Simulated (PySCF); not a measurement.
**A survey of 19F NMR shifts**

One averaged value for each set of equivalent atoms, one computed conformer, no solvent, non-relativistic. Shielding tensors at PBE0/pcSseg-1 (GIAO); coordinates at the GFN2-xTB level; PySCF 2.14.

Shieldings were converted by a linear fit to measured shifts: 19F (scatter 6.0 ppm rms, 7.0 ppm with the 5 outliers that the fit left out vs CFCl3, solution or neat liquid, with a term for F on sp3 carbon). A few per cent of atoms miss by over 2 rms, more outside the fitted compound classes.

Task: Give the 19F shifts of `CN(C)C[P@@H](=S)C(F)=C(F)F`.

Result: 
```csv
compound,environment,δ (ppm)
[CH3:1][N:2]([CH3:3])[CH2:4][P@@H:5](=[S:6])[C:7]([F:8])=[C:9]([F:10])[F:11],F11: vinylic fluorine,-87.8
[CH3:1][N:2]([CH3:3])[CH2:4][P@@H:5](=[S:6])[C:7]([F:8])=[C:9]([F:10])[F:11],F10: vinylic fluorine,-115.6
[CH3:1][N:2]([CH3:3])[CH2:4][P@@H:5](=[S:6])[C:7]([F:8])=[C:9]([F:10])[F:11],F8: vinylic fluorine,-202.4
```

Task: Match the shifts 50.0, -46.9, -60.7, -122.9, -178.6 ppm to `FC(F)(F)/P=P/c1ccco1`, `C#C[C@](C)(F)[SiH2]O`, `Cc1cc(F)c(C)nn1`, `C/C=C(/[SiH3])C(=O)F`, `C=C[Si@@H](CC)C(F)(F)F`.

Result: 50.0: C/C=C(/[SiH3])C(=O)F (fluorine bonded to C); -46.9: FC(F)(F)/P=P/c1ccco1 (fluorine of a CF3 group); -60.7: C=C[Si@@H](CC)C(F)(F)F (fluorine of a CF3 group); -122.9: Cc1cc(F)c(C)nn1 (aryl fluorine); -178.6: C#C[C@](C)(F)[SiH2]O (fluorine on an sp3 carbon).
